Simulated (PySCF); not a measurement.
2-methylhexanal, C₇H₁₄O.
Numbering: `[CH3:1][CH2:2][CH2:3][CH2:4][C@H:5]([CH3:6])[CH:7]=[O:8]` (hydrogens: H9, H10, H11 on C1; H12, H13 on C2; H14, H15 on C3; H16, H17 on C4; H18 on C5; H19, H20, H21 on C6; H22 on C7)

Geometry (PBE0-D3(BJ)/def2-SVP, Å), atoms numbered from 1 in this order:
```xyz
22
C7H14O angstrom
C      3.3555   -0.2248   -0.5780
C      2.1170    0.1023    0.2403
C      0.8229   -0.0117   -0.5533
C     -0.4162    0.3213    0.2658
C     -1.7251    0.2366   -0.5086
C     -2.9017    0.8763    0.2332
C     -2.1039   -1.1822   -0.8631
O     -1.5266   -2.1712   -0.4989
H      3.3107   -1.2523   -0.9734
H      4.2747   -0.1385    0.0212
H      3.4558    0.4540   -1.4404
H      2.2030    1.1233    0.6539
H      2.0619   -0.5699    1.1146
H      0.8733    0.6596   -1.4307
H      0.7306   -1.0356   -0.9514
H     -0.4777   -0.3613    1.1308
H     -0.3173    1.3398    0.6799
H     -1.6195    0.7625   -1.4786
H     -2.7178    1.9483    0.3957
H     -3.8439    0.7785   -0.3285
H     -3.0444    0.4048    1.2183
H     -3.0253   -1.2645   -1.5015
```

Computed with PBE0-D3(BJ)/def2-SVP geometry optimisation, gas phase in PySCF 2.14.0.

Masses are those of the commonest isotopes; rigid-rotor values at the optimised geometry. The values belong to one conformer with, in the numbering `[CH3:1][CH2:2][CH2:3][CH2:4][C@H:5]([CH3:6])[CH:7]=[O:8]`, C1–C2–C3–C4 180°, C2–C3–C4–C5 179°, C3–C4–C5–C6 -167°, C4–C5–C7–O8 6°.

(1) Give the principal moments of inertia and the rotational constants in cm⁻¹.

(2) Classify the top.

(3) Is it planar, by Δ = Ic − Ia − Ib?

(4) Give the other two planar moments, Paa and Pbb, and the rms extents of the mass along the axes.

(5) Where do the levels up to J = 2 lie, in MHz?

(6) Predict some low-J microwave lines.

Answers

(1) Ia = 141.05, Ib = 537.20, Ic = 631.47 u·Å²; 505379 MHz·u·Å²/I gives 3583, 940.8 and 800.3 MHz, that is A = 0.11951, B = 0.03138, C = 0.02670 cm⁻¹.

(2) An asymmetric top: κ = (2 × 940.8 − 3583 − 800.3)/(3583 − 800.3) = -0.90.

(3) Not planar: Δ = Ic − Ia − Ib = -46.78 u·Å². For a rigid frame Δ = −2 Σ m c², so Σ m c² = 23.39 u·Å² lies off the ab plane: 12.85 from hydrogen and 10.54 from heavier atoms. The atom farthest from that plane is 1.48 Å away.

(4) Paa = Σ m a² = (Ib + Ic − Ia)/2 = 513.81 and Pbb = Σ m b² = (Ia + Ic − Ib)/2 = 117.66 u·Å². With the mass M = 114.10 u, the rms extents √(P/M) along a, b and c are 2.12, 1.02, 0.45 Å.

(5) Above 0(0,0):
J = 1: 1(0,1) 1741, 1(1,1) 4383, 1(1,0) 4524
J = 2: 2(0,2) 5218, 2(1,2) 7725, 2(1,1) 8146, 2(2,1) 16073, 2(2,0) 16078
The levels of one J sum to (2J + 1)J(J + 1)(A + B + C)/3.

(6) The dipole components are |μa| = 0.76 D, |μb| = 2.08 D, |μc| = 1.06 D. The squared components, which scale the intensities, stand as 0.13 : 1.00 : 0.26 (a : b : c). Some lines, for components of 0.1 D or more:

| type | branch | J(Ka,Kc) | MHz | lower level (cm⁻¹) |
| --- | --- | --- | --- | --- |
| b | Q | 1(1,0) ← 1(0,1) | 2783 | 0.058 |
| b | R | 1(1,1) ← 0(0,0) | 4383 | 0.000 |
| a | R | 3(2,1) ← 2(2,0) | 5245 | 0.536 |
| c | Q | 5(2,4) ← 5(1,4) | 7108 | 0.995 |
| b | R | 3(1,3) ← 2(0,2) | 7516 | 0.174 |
| a | R | 5(2,4) ← 4(2,3) | 8693 | 0.943 |
| a | R | 5(3,2) ← 4(3,1) | 8726 | 1.396 |
| b | Q | 4(2,3) ← 4(1,4) | 8849 | 0.647 |
| b | R | 2(2,0) ← 1(1,1) | 11695 | 0.146 |
| b | Q | 3(3,0) ← 3(2,1) | 13538 | 0.711 |
| b | R | 3(3,1) ← 2(2,0) | 18783 | 0.536 |
| b | Q | 5(4,1) ← 5(3,2) | 18968 | 1.687 |
| b | Q | 4(4,1) ← 4(3,2) | 18977 | 1.396 |
| c | R | 4(3,2) ← 3(2,2) | 20540 | 0.710 |
| c | R | 5(5,1) ← 4(4,1) | 33118 | 2.029 |

No PBE0-D3(BJ)/def2-SVP frequencies stand behind this structure, so it isn't proved a minimum. Zero-point vibration and centrifugal distortion are left out. A rigid rotor knows nothing of internal rotation, which can split or shift real lines.
